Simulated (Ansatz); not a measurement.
One change: `N[Si](O)(O)C=O` becomes `N[SiH2]O[Si](N)(O)O`.

Ansatz, PBE0-D4/def2-TZVP geometries, multiplicity 1. Each molecule was computed in one conformer, which needn't be the lowest.

```json
{"property": "LUMO energy (B3LYP/def2-TZVPP) / eV", "`N[Si](O)(O)C=O`": "-1.67"}
{"property": "HOMO energy (ωB97M-V/def2-TZVPP) / eV", "`N[Si](O)(O)C=O`": "-9.19"}
{"property": "HOMO–LUMO gap (ωB97M-V/def2-TZVPP) / eV", "`N[Si](O)(O)C=O`": "10.09"}
{"property": "HOMO energy (B3LYP/def2-TZVPP) / eV", "`N[Si](O)(O)C=O`": "-6.65"}
{"property": "LUMO energy (PBE0/def2-TZVPP) / eV", "`N[Si](O)(O)C=O`": "-1.41"}
{"property": "HOMO–LUMO gap (B3LYP/def2-TZVPP) / eV", "`N[Si](O)(O)C=O`": "4.98"}
```

Question: What does the change do to each property? (An estimate is asked.)

Answer: Ansatz gave: 
```
                               property  `N[SiH2]O[Si](N)(O)O`  shift
    LUMO energy (B3LYP/def2-TZVPP) / eV                   0.11   1.78
  HOMO energy (ωB97M-V/def2-TZVPP) / eV                 -10.14  -0.95
HOMO–LUMO gap (ωB97M-V/def2-TZVPP) / eV                  12.02   1.93
    HOMO energy (B3LYP/def2-TZVPP) / eV                  -7.42  -0.77
     LUMO energy (PBE0/def2-TZVPP) / eV                   0.44   1.85
  HOMO–LUMO gap (B3LYP/def2-TZVPP) / eV                   7.54   2.56
```

With PBE0 the HOMO falls by 0.84 eV and the LUMO rises by 1.85 eV, so the gap widens by about 2.69 eV. PBE moves the HOMO by -0.86 eV and ωB97M-V by -0.95 eV.

B3LYP here is the variant with VWN-RPA as its local correlation; programs differ in this.
